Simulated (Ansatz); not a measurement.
Harmonic frequencies (cm⁻¹) at PBE0-D4/def2-TZVP from Ansatz: 140, 164, 213, 267, 273, 304, 470, 543, 668, 733, 780, 842, 884, 933, 2278, 2707, 2719, 3914.

Each molecule was computed in one conformer, which needn't be the lowest.

Task: Which molecule is it?
A. `O[SiH2]SS`
B. `[SiH3][NH][SnH3]`
C. `FC1=C[C]1(F)[GeH3]`
D. `O[SiH](S)S`

Result: D.
